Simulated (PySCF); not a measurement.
Ionising HgF

MN15; PySCF, scalar-relativistic core potentials, basis sets Hg def2-SVPD with ECP60, F def2-SVPD. Neutral (UKS): doublet (σ ↑), Re = 2.059 Å, ωe = 433 cm⁻¹, De = 1.29 eV, HOMO -8.56 eV, LUMO -4.20 eV.

HgF⁺ (UKS): singlet (closed shell), Re = 1.915 Å, ωe = 599 cm⁻¹, De = 1.55 eV to Hg⁺ + F. The energies at the minima are -252.86000 hartree for HgF and -252.48125 for HgF⁺.

Problem. Work out the adiabatic ionisation energy, without and with harmonic zero-point energies (1 hartree = 27.2114 eV, 1 eV = 8065.5 cm⁻¹), and the change of the bond length.

Solution. At MN15: 0.37875 hartree = 10.306 eV between the minima; the zero-point term (599.0 − 433.0)/2 cm⁻¹ = +0.010 eV makes it 10.317 eV. Re changes by -14.4 pm against the neutral. The electron leaves a σ orbital; in so polar a molecule the change of length follows mostly from the change of the ionic charges.

HgF⁻ (UKS): singlet (closed shell), Re = 2.357 Å, ωe = 255 cm⁻¹, De = 0.88 eV to Hg + F⁻. The energies at the minima are -252.86000 hartree for HgF and -252.97070 for HgF⁻.

Problem. Work out the adiabatic electron affinity, without and with harmonic zero-point energies (1 hartree = 27.2114 eV, 1 eV = 8065.5 cm⁻¹), and the change of the bond length.

Solution. At MN15: 0.11070 hartree = 3.012 eV between the minima; the zero-point term (433.0 − 255.0)/2 cm⁻¹ = +0.011 eV makes it 3.023 eV. Re changes by +29.8 pm against the neutral. The electron enters a σ orbital, and the ion is left as a loose complex of an ion and an atom.

These are scalar-relativistic numbers at best; spin–orbit coupling would shift them, the dissociation energy most. For an ion De counts to the pair picked by the measured ionisation energies or electron affinities, which need not be the lowest pair at this level. States were picked by a PBE0 search and need not be the measured ground states.
